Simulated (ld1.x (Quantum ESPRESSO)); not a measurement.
# u(r) = r·R(r): atom against pseudo-atom (Si)

Columns: radius, all-electron u(r) and pseudo u(r) of the 3p shell (level -4.09 eV) of silicon in the configuration [Ne] 3s2 3p2; PBE, non-relativistic, PAW scheme, ld1.x (Quantum ESPRESSO) 7.5.

```
r (bohr)  all-electron   pseudo
   0.085        0.0803  -0.0029
   0.170        0.1864  -0.0115
   0.255        0.2469  -0.0257
   0.340        0.2575  -0.0451
   0.425        0.2298  -0.0692
   0.510        0.1767  -0.0976
   0.595        0.1090  -0.1296
   0.680        0.0341  -0.1645
   0.765       -0.0426  -0.2018
   0.850       -0.1176  -0.2406
   0.935       -0.1889  -0.2803
   1.020       -0.2551  -0.3202
   1.105       -0.3155  -0.3598
   1.190       -0.3698  -0.3982
   1.275       -0.4182  -0.4351
   1.360       -0.4609  -0.4699
   1.445       -0.4980  -0.5020
   1.530       -0.5297  -0.5310
   1.615       -0.5561  -0.5563
   1.700       -0.5777  -0.5777
   1.785       -0.5946  -0.5946
   1.870       -0.6073  -0.6073
   1.955       -0.6163  -0.6163
   2.040       -0.6217  -0.6217
   2.125       -0.6241  -0.6241
   2.210       -0.6237  -0.6237
```

**Question.** How many radial nodes do the two functions have?

**Answer.** The all-electron 3p function has n − l − 1 = 1; the pseudo-wave has 0, since the states of the same l below it are removed with the core.

**Question.** At about which radius was the pseudo-wave matched?

**Answer.** 1.70 bohr, where the columns begin to agree (steps of 0.09 bohr).

**Question.** Is the pseudo-wave norm-conserving?

**Answer.** No, it belongs to a PAW set: the norm inside the radius is not constrained, and the difference is carried by the augmentation charge.
